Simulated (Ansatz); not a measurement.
`BNC(=N)F` and `N=C(F)BS` differ in one atom or group.

Ansatz, PBE0-D4/def2-TZVP geometries, multiplicity 1. Each molecule was computed in one conformer, which needn't be the lowest.

| property | `BNC(=N)F` |
| --- | --- |
| HOMO–LUMO gap (PBE0/def2-TZVPP) / eV | 7.21 |
| LUMO energy (B3LYP/def2-TZVPP) / eV | -1.34 |
| HOMO energy (ωB97M-V/def2-TZVPP) / eV | -10.59 |
| HOMO energy (B3LYP/def2-TZVPP) / eV | -8.08 |
| HOMO–LUMO gap (B3LYP/def2-TZVPP) / eV | 6.74 |
| HOMO–LUMO gap (PBE/def2-TZVPP) / eV | 4.97 |

Question: What does the change do to each property? (Best estimate.)

Answer: Computed: 
```csv
property,`N=C(F)BS`,shift
HOMO–LUMO gap (PBE0/def2-TZVPP) / eV,6.06,-1.15
LUMO energy (B3LYP/def2-TZVPP) / eV,-2.60,-1.26
HOMO energy (ωB97M-V/def2-TZVPP) / eV,-10.64,-0.05
HOMO energy (B3LYP/def2-TZVPP) / eV,-8.22,-0.14
HOMO–LUMO gap (B3LYP/def2-TZVPP) / eV,5.62,-1.12
HOMO–LUMO gap (PBE/def2-TZVPP) / eV,4.01,-0.96
```

With PBE0 the HOMO falls by 0.17 eV and the LUMO falls by 1.32 eV, so the gap narrows by about 1.15 eV. PBE moves the HOMO by -0.27 eV and ωB97M-V by -0.05 eV. The zero-point energy changes by -43.2 kJ/mol with -3 modes.

B3LYP here is the variant with VWN-RPA as its local correlation; programs differ in this.
